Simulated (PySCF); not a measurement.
Vertical excitations of a molecule C5H7F from TDA-PBE/def2-SVPD (PySCF 2.14.0), as energy in eV (oscillator strength): 5.52 (0.000), 5.77 (0.809), 6.19 (0.006), 6.33 (0.003), 6.38 (0.318), 6.75 (0.016), 6.84 (0.000), 7.26 (0.000), 7.40 (0.000), 7.74 (0.008). Lowest triplet (TDA): 3.09 eV. Geometry optimised at PBE0-D3(BJ)/def2-SVP. One conformer was computed; it need not be the lowest.

Problem. Pick the molecule that these values belong to.
A. C#CC[C@@H](C)F
B. C=C/C=C(/C)F
C. CC1=C[C@@H](F)C1
D. C=C(C)C(=C)F

Solution. B, C=C/C=C(/C)F
